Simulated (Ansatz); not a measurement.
A run for Ansatz (a program for electronic structure): R-wB97M-V/def2-TZVPP on C4H8O2 (SMILES C1COCCO1).

Ansatz 0.2 input:
```yaml
crystal:
  periodic: [false, false, false]
  atoms:
    - {symbol: C, position_ang: [-0.96820604, 1.03243531, -0.35754431]}
    - {symbol: C, position_ang: [-1.22612863, -0.45439257, -0.11693707]}
    - {symbol: O, position_ang: [-0.20487794, -1.23154812, -0.71289779]}
    - {symbol: C, position_ang: [1.08350640, -0.96588253, -0.15570215]}
    - {symbol: C, position_ang: [1.13457612, 0.40154811, 0.52444285]}
    - {symbol: O, position_ang: [0.41838304, 1.35481167, -0.23744131]}
    - {symbol: H, position_ang: [-1.25721393, 1.30739223, -1.37318935]}
    - {symbol: H, position_ang: [-1.55724024, 1.63351885, 0.34810591]}
    - {symbol: H, position_ang: [-2.16533495, -0.75255567, -0.58262201]}
    - {symbol: H, position_ang: [-1.30517624, -0.67400718, 0.95557853]}
    - {symbol: H, position_ang: [1.35251274, -1.75166401, 0.56290473]}
    - {symbol: H, position_ang: [1.78781369, -1.00117082, -0.98838761]}
    - {symbol: H, position_ang: [2.16473015, 0.75219473, 0.58531438]}
    - {symbol: H, position_ang: [0.74265584, 0.34931999, 1.54837519]}
basis:
  gaussian:
    orbitals: def2-TZVPP
hamiltonian:
  xc: {name: wB97M-V}
scf: {lower_state_search: off}
```

Output:

```
WARN ansatz: RAYON_NUM_THREADS=6 ignored (pool sized by the plan → 6); use --threads N
Functional definition: wB97M-V
these checks for a lower state are left out or cut short: stability, starts, cluster_reference, orbital_swaps, neighbouring_geometries, increment
integrals: 0.34 GiB planned
1494 factors; their error is unknown
integrals: 0.38 GiB planned
378 factors; integrals over basis functions are off by at most 6.3e-6 eV
mean field: 2.95 GiB planned
mean field evaluation 1: about -8367.3498 eV, gradient 4.6e1 eV
mean field evaluation 2: about -8368.6945 eV, gradient 4.2e1 eV
mean field evaluation 4: about -8371.5714 eV, gradient 2.2e0 eV
mean field evaluation 8: about -8371.5600 eV, gradient 8.3e-2 eV
mean field evaluation 16: about -8371.5600 eV, gradient 2.8e-6 eV
mean field -8371.56002347 eV, -307.6491564154 hartree, gradient 3.2e-6 eV, S^2 0.000000; 0 other end points of the search recorded, 0 dependent functions left out
reference -8371.56007263 eV, -307.6491582219 hartree; 24, 24 occupied and 274, 274 virtual orbitals, 1494 factors
Total energy: -8371.56007263 eV, -307.6491582219 hartree
Checks for a lower state left out: stability, starts, cluster_reference, orbital_swaps, neighbouring_geometries, increment
```

The run converged.

Cost: about 16 core-seconds (a rough figure).
